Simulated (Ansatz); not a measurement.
Task: Name a neutral molecule of C, Ge, N, Si and H with ideal-gas entropy at 298 K and 1 bar (rigid rotor, harmonic PBE0-D4/def2-TZVP) between 352 and 368 J/(mol·K) and LUMO energy (PBE0/def2-TZVPP) between -0.10 and 0.20 eV (Ansatz, PBE0-D4/def2-TZVP geometry).

Result: `C[N]([SiH3])[GeH3]` (367 J/(mol·K), 0.14 eV). Other molecules can fit too; these were computed, each in one conformer that needn't be the lowest.
